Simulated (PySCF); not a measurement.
## Exercise with solution: oscillator strength and radiative lifetime

F2H2OSeSi, SMILES O[Si](F)(F)[SeH].

The structure is a stationary point at B3LYP-D3(BJ)/def2-SVP. The structure was generated by enumeration, and PubChem lists no compound with its InChIKey, so it may never have been made. The values are those of a single conformer.

PySCF with TDDFT-PBE/def2-SVPD puts the first singlet state with f over 0.02 at 5.38 eV (vertical), with the transition dipole (-0.106, 0.554, -0.153) in atomic units.

Task: Find the oscillator strength, the wavelength and the radiative lifetime that this transition would have in vacuum if emission retraced absorption.

Result: 
|μ|² = 0.3416 au, so |μ| = 1.49 D. ΔE = 5.38/27.211 = 0.1977 hartree. f = (2/3) ΔE |μ|² = 0.045 (the program prints 0.045).
λ = 1239.84/5.38 = 230 nm; ν = 43393 cm⁻¹.
Einstein's coefficient A = 0.6670 ν² f s⁻¹ (ν in cm⁻¹) = 5.7e7 s⁻¹, so τ = 1/A = 18 ns. This state is S1. The figure is the radiative limit of this one transition; relaxation, internal conversion, crossing to triplets and a medium change what is measured.
